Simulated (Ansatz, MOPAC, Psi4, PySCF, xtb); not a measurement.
Two geometries of dimethoxyethane, SMILES O(CCOC)C, relaxed at B3LYP-D3(BJ)/def2-SVP with one dihedral held; other torsions can differ between them too.

Structure A

```
16

C     -1.7575     1.4798    -1.5026
O     -2.5123     0.3469    -1.1485
C     -1.7687    -0.8312    -0.9823
C     -0.7367    -0.7712     0.1657
O     -1.1057     0.0698     1.2264
C     -2.2717    -0.3161     1.9121
H     -1.0953     1.8098    -0.6826
H     -2.4667     2.2900    -1.7270
H     -1.1419     1.2957    -2.4072
H     -1.2377    -1.1165    -1.9160
H     -2.5139    -1.6175    -0.7831
H     -0.5389    -1.8080     0.5137
H      0.2196    -0.3679    -0.2033
H     -3.1754    -0.2098     1.2861
H     -2.2076    -1.3636     2.2725
H     -2.3723     0.3439     2.7862
```

Structure B

```
16

C     -2.2399    -0.1774     1.2632
O     -1.5850     0.4883     0.2141
C     -0.7945    -0.3602    -0.5843
C      0.5283    -0.7733     0.0791
O      0.5707    -2.1742     0.2069
C      1.7513    -2.6471     0.7929
H     -1.5352    -0.6776     1.9566
H     -2.8128     0.5709     1.8301
H     -2.9389    -0.9501     0.8838
H     -1.3351    -1.2895    -0.8523
H     -0.5994     0.1980    -1.5123
H      0.6051    -0.2728     1.0669
H      1.3941    -0.4213    -0.5199
H      1.8932    -2.2522     1.8201
H      2.6483    -2.3714     0.2005
H      1.6890    -3.7439     0.8445
```

### Question
Which is lower in energy at the level Ansatz (a program for electronic structure) with CCSD(T) on RHF/cc-pVDZ, frozen core // B3LYP-D3(BJ)/def2-SVP, and by how much?

### Answer
A is lower, by 5.27 kJ/mol (dihedral O2–C3–C4–O5: 30° in A, 120° in B).

E(B) − E(A) in kJ/mol at the other levels, on the same two geometries: PBE0/def2-TZVP // B3LYP-D3(BJ)/def2-SVP (Psi4) -2.62; PBE0-D3(BJ)/def2-TZVP // B3LYP-D3(BJ)/def2-SVP (Psi4) -0.53; PBE/def2-TZVP // B3LYP-D3(BJ)/def2-SVP (Psi4) -3.16; PBE-D3(BJ)/def2-TZVP // B3LYP-D3(BJ)/def2-SVP (Psi4) -0.83; wB97X-D/def2-TZVP // B3LYP-D3(BJ)/def2-SVP (Psi4) 0.28; RHF/cc-pVDZ // B3LYP-D3(BJ)/def2-SVP (Ansatz) 0.52; MP2 on RHF/cc-pVDZ, frozen core // B3LYP-D3(BJ)/def2-SVP (Ansatz) 5.67; CCSD on RHF/cc-pVDZ, frozen core // B3LYP-D3(BJ)/def2-SVP (Ansatz) 4.60; AM1, restricted, heats of formation // B3LYP-D3(BJ)/def2-SVP (MOPAC) -2.82; PM6, restricted, heats of formation // B3LYP-D3(BJ)/def2-SVP (MOPAC) -4.17; GFN1-xTB // B3LYP-D3(BJ)/def2-SVP (xtb) -1.82; restricted B3LYP/6-31G*, spherical d, density fitting // B3LYP-D3(BJ)/def2-SVP (PySCF) -0.17; restricted Hartree-Fock/STO-3G // B3LYP-D3(BJ)/def2-SVP (PySCF) -3.80; restricted B3LYP/LANL2DZ // B3LYP-D3(BJ)/def2-SVP (PySCF) -1.50; restricted Hartree-Fock/6-31G*, spherical d, density fitting // B3LYP-D3(BJ)/def2-SVP (PySCF) -1.42.
